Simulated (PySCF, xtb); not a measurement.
C2H4BF2N, SMILES FB(N)C(F)=C. Other conformers were not sampled.

Harmonic wavenumbers (cm⁻¹) from GFN2-xTB (xtb) at its own minimum, in rising order: 23, 171, 282, 315, 383, 471, 530, 581, 592, 679, 720, 835, 890, 924, 1130, 1269, 1358, 1389, 1518, 1659, 3112, 3163, 3509, 3564.

Problem. What does PBE0-D3(BJ)/def2-SVP run with PySCF give at its own minimum? (Estimate from the structure and the level; the computed values follow.)

Solution. 46, 185, 301, 331, 430, 483, 518, 574, 691, 706, 757, 884, 896, 958, 1203, 1369, 1413, 1434, 1607, 1732, 3184, 3292, 3647, 3761. Paired by order, the mean absolute difference is 57 cm⁻¹ and the zero-point energies are 41.6 and 43.5 kcal/mol.
